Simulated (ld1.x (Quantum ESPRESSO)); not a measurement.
silver: TM pseudisation with LDA (PZ), fully relativistic reference atom.

ld1.x (Quantum ESPRESSO) 7.5 input, shortened:

```
&input
   title='Ag', zed=47., rel=2, dft='PZ', iswitch=3,
   config='[Kr] 4d10 5s1 5p0', rel_dist='average'
 /
 &inputp
   pseudotype=2, tm=.true., lloc=0,
   nlcc=.false.
 /
3
4P  2  1   6.00   0.00  1.60  1.60  0.0
4D  3  2  10.00   0.00  1.05  1.05  0.0
4S  1  0   2.00   0.00  1.40  1.40  0.0
 &test
   configts(1)='4s2 4p6 4d10 5s1 5p0'
 /
```

Open shells are filled in proportion to 2j + 1 (rel_dist='average').

Occupied shells without a wave of their own: 5s. They enter only through the test configuration that unscreens the potential.

Poles of the logarithmic derivatives, all-electron (AE) and pseudo (PS). s: poles at -6.6 (AE) and -6.6 (PS) Ry. p1/2: poles at -4.0 (AE) and -4.0 (PS) Ry. p3/2: poles at -3.5 (AE) and -3.5 (PS) Ry. d3/2: poles at 0.9 (AE) and 0.9 (PS) Ry. d5/2: poles at 1.0 (AE) and 0.9 (PS) Ry. Test radius 1.74 bohr.

* Cutoffs needed: 100 Ry and 140 Ry (the cutoffs (Ry, on a coarse ladder) from which the occupation-weighted sum of valence levels, in a spherical-Bessel basis at the reference potential, stays within 10 and 1 mRy of its value at 400 Ry)
* Ghost test: no extra level below or beside the all-electron valence levels (p1/2, p3/2, d3/2, d5/2, s, f tested) (spherical-Bessel basis up to 400 Ry, 20 bohr box)
* Largest excitation error: -2703 meV (all-electron minus pseudo) for 4s2 4p6 4d8 5s0 5p0, out of 7 test configurations
